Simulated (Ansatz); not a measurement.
AlCu, closed-shell singlet (the spin of the measured ground state), most abundant isotopes (62.9296 and 26.9815 u). Constants from fifth-degree fits in 1/R to seven points on the lowest solution found; no spin–orbit coupling, no relativity up to Kr; ω_e x_e and α_e move by some per cent with the fit.

Correlated levels freeze the inner cores; with def2 sets outer-core shells near the valence are correlated too.

The values were computed with Ansatz (a program for electronic structure) with Gaussian orbitals. 

Total energies (hartree; each atom in its lowest state at that level) and vibrational constants (cm⁻¹):

| level | E(AlCu) at r_e | E(Cu) | E(Al) | ω_e | ω_e x_e |
|---|---|---|---|---|---|
| PBE/def2-TZVPP | -1882.562720 | -1640.244947 | -242.227635 | 286 | 1.1 |
| B3LYP/def2-TZVPP | -1883.006403 | -1640.542591 | -242.387606 | 269 | 1.1 |
| wB97M-V/def2-TZVPP | -1882.821103 | -1640.394089 | -242.347410 | 274 | 1.0 |
| CCSD(T)/def2-QZVPP | -1881.751588 | -1639.738674 | -241.934219 | 278 | 1.0 |

Q: Work out D_e and D₀ in eV.

A: 
D_e = E(Cu) + E(Al) − E(molecule), times 27.2114 eV; D₀ = D_e − (ω_e/2 − ω_e x_e/4)/8065.54.
- PBE/def2-TZVPP: D_e = 2.453, zero point 0.018, D₀ = 2.435 eV
- B3LYP/def2-TZVPP: D_e = 2.074, zero point 0.017, D₀ = 2.057 eV
- wB97M-V/def2-TZVPP: D_e = 2.166, zero point 0.017, D₀ = 2.149 eV
- CCSD(T)/def2-QZVPP: D_e = 2.141, zero point 0.017, D₀ = 2.124 eV
No counterpoise correction is made.

Doubts at one or more of the structures used: a restricted determinant that unrestricted orbitals would lower (CCSD(T)/def2-QZVPP).
